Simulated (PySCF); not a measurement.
C4H7NS, SMILES C(SC)=C=CN. Geometry optimised at PBE-D3(BJ)/def2-SVP. The structure was generated by enumeration; whether it is a known compound was not checked. One conformer was computed; it need not be the lowest.

Computed equilibrium geometry at PBE-D3(BJ)/def2-SVP (PySCF confirms it by a frequency run) as Cartesian coordinates in Å (one conformer of several):
```xyz
13

C      2.8907     0.5526     0.5747
S      1.2795    -0.1724     1.0129
C      0.3825     0.1132    -0.5050
C     -0.8817    -0.2144    -0.6966
C     -2.1466    -0.5720    -0.8943
N     -3.2836     0.2272    -0.7611
H      3.5458     0.4153     1.4560
H      3.3477     0.0332    -0.2909
H      2.8058     1.6367     0.3611
H      0.9954     0.5942    -1.2947
H     -2.3652    -1.5893    -1.2760
H     -3.1517     1.0781    -0.2088
H     -4.1340    -0.2759    -0.4988
```
Charge 0, spin multiplicity 1.
